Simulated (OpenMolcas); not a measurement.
**d6 ions of charge +3 down a group on the Ge site of Cs2GeF6**

```
Program             : OpenMolcas
Method              : CASSCF
Spin-orbit coupling : state interaction with AMFI integrals over the reference wave functions
```

The d shell is active. Each dopant is a cluster with its nearest anions in model potentials and point charges, with no relaxation and no local charge compensation. Distances were set from a Shannon-type radius of the metal (high-spin where two are listed) plus a fixed donor radius (F 1.31 Å), in hosts weighted 0.65 to 0.35 with the host's distance in the model lattice. Ligand basis ANO-RCC-VDZP, DKH2 Hamiltonian. States (labels of O, the rotations of Oh). Energies in cm-1 above the lowest state or level, χT in cm3 K/mol; under a threefold ground state the first gap can be a small split of the lowest multiplet, not the spin-orbit step; 10Dq and B are least-squares fits to the states below 45000 cm-1, weighted by degeneracy, with a free offset, and given where the rms deviation is under 5 % of |10Dq| (or 100 cm-1) and under 700 cm-1. Spin-only χT is S(S+1) / 2 for the spin of the ground state.

```csv
Ion,Shell,R (Å),Metal basis,Ground state,First state of that spin,10Dq,B (rms of fit),First gap with spin-orbit (degeneracies),χT at 300 K,First state of another spin,Spin-only χT
Co3+,3d6,1.879,ANO-RCC-VTZP,5T2,5E 11839,12241,1224 (179),"269.6 (3, 2)",4.152,3T1 14063,3.000
Rh3+,4d6,1.915,ANO-RCC-VTZP,1A1,1T1 23697,26000,806 (175),"16418 (1, 2)",0.029,3T1 16930,0.000
```

|10Dq| changes by a factor of 26000 / 12241 = 2.12 from Co3+ to Rh3+.

B goes from 1224 cm-1 (Co3+) to 806 cm-1 (Rh3+).

Below the highest spin of the shell: Rh3+. χT departs most from the spin-only value for Co3+, by +1.152 cm3 K/mol.

Without dynamic correlation the repulsion within the d shell is too large (B by tens of per cent), so at a given field states of lower spin stand too high. Ligand-to-metal charge-transfer states are missing. With no ligand orbital active B as a rule stays too high, so bands that hang on it stand too high and its fall with covalency is understated. An orbital triplet at a regular site is open to Jahn-Teller coupling, which can distort the site and quench the lowest spin-orbit gaps and is left out (holds for Co3+). This shell can be high or low spin here, a state of another spin lies low, and with metal d orbitals alone active their balance is uncertain, so the ground spin may be wrong (holds for Co3+). With metal d orbitals alone and no dynamic correlation 10Dq can be off by a tenth to a fifth, either way, in oxide and fluoride hosts (holds for Co3+). The least metal-like active orbital is 78 % on the metal (Löwdin) and no ligand orbital is active, so the numbers are rough (holds for Rh3+). With metal d orbitals alone the field can be off either way by tens of per cent (holds for Rh3+). No measured value stands beside these numbers; the geometry was set by hand and not optimised.
